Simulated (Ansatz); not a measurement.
B₉N₉ (started as a model of: (BN)9 cage of four- and six-membered rings). The state is a singlet with charge 0. Geometry PBE-D4/def2-SVP.

```tsv
atom	x (Å)	y (Å)	z (Å)
B1	0.7653	0.4014	1.7767
N2	1.4755	-0.7425	1.1597
B3	1.7827	0.3974	0.2245
N4	1.3652	1.5573	1.0866
B5	-0.0941	1.6809	0.7430
N6	-0.6785	0.7306	1.7548
B7	-1.3911	-0.3775	1.1441
N8	-0.9006	-1.7988	1.1929
B9	0.4858	-1.6611	0.6255
N10	0.1821	-1.8259	-0.8402
B11	-1.1521	-1.5862	-0.2435
N12	-1.9719	-0.3528	-0.2451
B13	0.5468	-0.6615	-1.6280
N14	1.5733	0.3587	-1.2121
N15	-0.5807	1.8318	-0.6170
B16	-1.3301	0.6220	-1.1095
N17	-0.4646	0.2415	-2.2795
B18	0.3868	1.1848	-1.5330
```

Estimate the orbital energies around the gap (eV) in Ansatz with HF/STO-3G, PBE-D4/def2-SVP, r2SCAN-D4/def2-SVP, PBE0-D4/def2-SVP.


```tsv
orbital	HF/STO-3G	PBE-D4/def2-SVP	r2SCAN-D4/def2-SVP	PBE0-D4/def2-SVP
HOMO−9	-11.87	-8.94	-9.30	-10.47
HOMO−8	-11.87	-8.94	-9.29	-10.47
HOMO−7	-10.58	-8.25	-8.56	-9.68
HOMO−6	-10.57	-8.25	-8.56	-9.68
HOMO−5	-10.46	-8.01	-8.31	-9.43
HOMO−4	-9.65	-7.56	-7.88	-8.91
HOMO−3	-9.65	-7.56	-7.88	-8.91
HOMO−2	-9.45	-7.50	-7.80	-8.83
HOMO−1	-9.45	-7.50	-7.80	-8.83
HOMO	-8.95	-7.19	-7.47	-8.51
LUMO	5.67	-2.30	-1.98	-1.34
LUMO+1	5.69	-2.24	-1.89	-1.27
LUMO+2	5.69	-2.24	-1.88	-1.27
LUMO+3	6.85	-1.84	-1.48	-0.82
LUMO+4	7.15	-1.56	-1.14	-0.55
LUMO+5	7.15	-1.56	-1.14	-0.54
```
